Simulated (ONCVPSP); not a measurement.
# Ranking ONCV potentials for K

All share these settings but for the change named:

```
Element                 : K
Generator               : ONCVPSP 4.0.1
Type                    : optimised norm-conserving Vanderbilt (ONCV)
Functional              : LDA (Perdew-Wang 92)
Relativity              : scalar-relativistic
Frozen core             : [Ne]
Valence charge          : 9
Reference configuration : 3s2 3p6 4s0.5 (charge +0.5)
Partial waves           : 3s+4s: rc 2.50 bohr, ncon 4, nbas 7, qcut 5.7 1/bohr, 2 projectors; 3p: rc 2.00 bohr, ncon 3, nbas 7, qcut 7.1 1/bohr, 3 projectors, debl 3.3 Ha; d scattering state at 0.13 Ha: rc 2.15 bohr, ncon 4, nbas 7, qcut 5.3 1/bohr, 2 projectors, debl 1.8 Ha
Local potential         : polynomial inside 1.95 bohr (lpopt 5, dvloc0 0 Ha)
Core correction         : none
```

In the d channel the program set the typed energies aside and used 0.050, 1.850 Ha.

Test errors are all-electron minus pseudo excitation energies from the reference, over 3s2 3p6 4s1; 3s2 3p6 4s0; 3s2 3p6 4s0 4p1; 3s2 3p6 3d1 4s0. None of these files shows a bound ghost.

The base gives 0.4 meV.

Of 7 variants that were run, those that failed, showed a ghost or another fault, or gave nearly equal values are left out.

A variant can come out equal or close to the base, since the largest error may sit in a test that the change hardly touches while other tests move.

Problem. Rank these variants by their largest absolute test error, smallest first.
A. all radii scaled by about 1.15 (s 2.86, p 2.30, d 2.46 bohr); local potential polynomial inside 2.24 bohr (lpopt 5, dvloc0 0 Ha)
B. all radii scaled by about 1.30 (s 3.26, p 2.60, d 2.80 bohr); local potential polynomial inside 2.54 bohr (lpopt 5, dvloc0 0 Ha)
C. all radii scaled by about 0.86 (s 2.14, p 1.72, d 1.84 bohr); local potential polynomial inside 1.68 bohr (lpopt 5, dvloc0 0 Ha)
D. all radii scaled by about 1.09 (s 2.72, p 2.18, d 2.34 bohr); local potential polynomial inside 2.12 bohr (lpopt 5, dvloc0 0 Ha)
E. all radii scaled by about 1.24 (s 3.10, p 2.48, d 2.66 bohr); local potential polynomial inside 2.42 bohr (lpopt 5, dvloc0 0 Ha)

Solution. C (0.4 meV), D (0.4 meV), E (0.7 meV), B (1.0 meV), A (10.0 meV).
